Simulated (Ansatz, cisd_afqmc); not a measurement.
Species: Br$_{2}$, charge 0, singlet. Br2 (molecular bromine, SMILES BrBr).
B3LYP-D3(BJ)/def2-TZVP minimum from Ansatz (an electronic-structure program):
```xyz
2

Br     0.0000     0.0000    -1.1579
Br     0.0000     0.0000     1.1579
```
Charge 0, spin multiplicity 1.

Atomisation energy term by term, kcal/mol (programs: Ansatz, cisd_afqmc). Open shells are spin-unrestricted; no spin-orbit coupling. Cores are frozen in correlated methods (noble-gas shells, and filled d and f shells in the p block). No relativity. The Monte Carlo rows (phaseless AFQMC, CISD trial, step 0.005/hartree) carry one-sigma bars that omit the constraint's bias. Outlying blocks are dropped, and bars are widened where a walk drifts. Over all cases where full CI ran beside it in this data, AFQMC minus full CI had a median of +0.1 mEh and passed +0.4 mEh in a tenth of the cases. CBS(X,Y): correlation extrapolated as X^-3, Hartree-Fock from the larger set (Q,5: extrapolated as (X+1)exp(-9√X)). A bracket is a step between two methods taken in the basis named. Spin-orbit terms, left out, reach several kcal/mol for Br and I, and more for heavier atoms.

| term | basis | kcal/mol |
|---|---|---|
| Hartree-Fock | CBS(cc-pVQZ,cc-pV5Z) | 15.71 |
| CCSD correlation | CBS(cc-pVQZ,cc-pV5Z) | 32.20 |
| (T) | CBS(cc-pVQZ,cc-pV5Z) | 4.33 |
| CCSDT(Q) - CCSD(T) | cc-pVQZ | 0.17 |
| CCSDTQ - CCSDT(Q) | cc-pVDZ | -0.02 |
| sum: De |  | 52.4 |

The step beyond CCSD(T) by other levels: CCSDTQ in cc-pVDZ 0.29; AFQMC/CISD in cc-pVDZ 0.32 ± 0.11; CCSDT(Q) in cc-pVDZ 0.31; AFQMC/CISD in cc-pVTZ 0.35 ± 0.15; CCSDT(Q) in cc-pVTZ 0.19; AFQMC/CISD in cc-pVQZ 0.49 ± 0.15 kcal/mol.
